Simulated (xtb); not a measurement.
Al(H)(Et)(vinyl) (C4H9Al), SMILES C=[CH][AlH][CH2]C. All values are semi-empirical tight-binding results from xtb (GFN2-xTB unless named), good for trends rather than for accurate numbers. Geometry: GFN2-xTB. The structure was generated by enumeration; whether it is a known compound was not checked. One conformer was computed; it need not be the lowest.

For metal compounds this method's bond lengths and energies can be far off.

- orbital gap = 3.62 eV
- zero-point energy = 68.1 kcal/mol
- G − E(el) at 298.15 K (modified RRHO) = 47.3 kcal/mol
